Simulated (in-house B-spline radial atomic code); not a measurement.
# How G0W0 and RPA depend on the start: the technetium ion Tc⁺

Configuration [Kr] 4d5 5s1, highest spin. Computed with a B-spline radial code for spherical atoms: all electrons, scalar-relativistic (spin-free one-electron X2C), finite nucleus, each spin shell either full or empty, empty states to l = 9 with an (l + 1/2)⁻⁴ tail; G0W0 by contour deformation at full frequency.

RPA overbinds a lone outer s electron by self-correlation, and G0W0 tends to as well.

| start | mean-field 5s up (eV) | G0W0 (eV) | QP weight | RPA correlation (Eh) |
| --- | --- | --- | --- | --- |
| Hartree-Fock | -14.448 | -15.575 | 0.967 | -2.873 |
| LDA VWN5 | -12.424 | -16.003 | 0.923 | -3.1509 |
| PBE | -12.150 | -15.908 | 0.918 | -3.1452 |
| PBE0 | -12.824 | -15.813 | 0.940 | -3.068 |
| r2SCAN | -12.419 | -15.896 | 0.933 | -3.0963 |
| HSE06 | -12.451 | -15.824 | 0.932 | -3.0763 |
| B3LYP (VWN-RPA) | -12.663 | -15.870 | 0.937 | -3.0852 |
| SCAN | -12.574 | -15.943 | 0.934 | -3.0966 |
| TPSS | -12.016 | -15.881 | 0.919 | -3.1308 |
| BHandHLYP | -13.275 | ? | ? | ? |
| CAM-B3LYP | -13.853 | -15.816 | 0.955 | -3.0473 |
| LC-wPBE | -14.891 | -15.742 | 0.963 | -3.04 |
| wB97X | -14.347 | ? | ? | ? |
| PBEsol | -12.211 | -15.948 | 0.920 | -3.1473 |
| BLYP | -11.945 | -15.933 | 0.917 | -3.1476 |
| r2SCAN0 | -13.087 | -15.814 | 0.946 | -3.0362 |
| LDA exchange-only | -11.855 | -16.102 | 0.915 | -3.1501 |

(1) What G0W0 level, weight and RPA correlation energy follow from the wB97X start?

(2) What G0W0 level, weight and RPA correlation energy follow from the BHandHLYP start?

(3) How much of the dependence on the start does G0W0 remove?

Answers

(1) G0W0 level -15.679 eV, weight 0.962, RPA correlation -3.0273 hartree.

(2) G0W0 level -15.724 eV, weight 0.952, RPA correlation -2.9994 hartree.

(3) The mean-field levels span 3.04 eV and the G0W0 levels 0.527 eV. Against 15.260 eV (NIST, semi-empirical) the G0W0 removal energies are off by +0.31 to +0.84 eV, with spin-orbit coupling, Breit and QED terms left out.
